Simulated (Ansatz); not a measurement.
The first iterations of a band of BClF₂H₄OSi (10 atoms, charge 0, multiplicity 1).

Theory: Ansatz 0.2.0, RKS PBE0/cc-pVDZ.

* movable images: 7
* climbing image: yes
* spring: 5.0 eV/Å²
* optimiser: quadratic models (default)
* start path: through a guess of the saddle point
* force threshold: 0.05 eV/Å
* iteration limit: 60
* end points: relaxed

Image 0:

```xyz
10
Properties=species:S:1:pos:R:3
B -0.066 -0.124 0.244
Cl -0.153 0.480 1.973
F 0.923 0.426 -0.497
F -1.282 -0.226 -0.394
O 0.334 -1.713 0.411
Si -0.776 -2.920 -0.253
H -0.118 -4.204 0.129
H -2.110 -2.784 0.386
H -0.766 -2.694 -1.718
H 0.674 -1.865 1.307
```

Image 8:

```xyz
10
Properties=species:S:1:pos:R:3
B -0.469 -0.144 -0.511
Cl 1.541 -1.299 2.882
F 0.066 1.003 -0.122
F -1.243 -0.148 -1.599
O -0.230 -1.278 0.183
Si -0.852 -2.847 -0.195
H -0.288 -3.731 0.861
H -2.343 -2.794 -0.137
H -0.376 -3.233 -1.556
H 0.854 -1.153 1.783
```

| iteration | highest image above the first end (eV) | largest band force component (eV/Å) |
| --- | --- | --- |
| 1 | 7.461 | 30.162 |
| 2 | 1.534 | 5.796 |
| 3 | 0.974 | 2.429 |
| 4 | 0.915 | 5.800 |
| 5 | 0.923 | 1.796 |
| 6 | 0.888 | 1.564 |
| 7 | 0.793 | 2.003 |

Q: Does the band converge within its limit, and where does its top end?

A: The run converged. It ended after 23 iterations with the highest image 0.687 eV above the first end. A vibrational analysis at the climbing image gives one clearly imaginary mode, 958i cm⁻¹: a first-order saddle point. The orbitals stay closed-shell, which can raise the energy where a bond breaks towards radicals; this wasn't checked here.

The run took 4.7 min on 4 threads of Arm Neoverse V2 (shared host), peak memory 0.28 GiB.
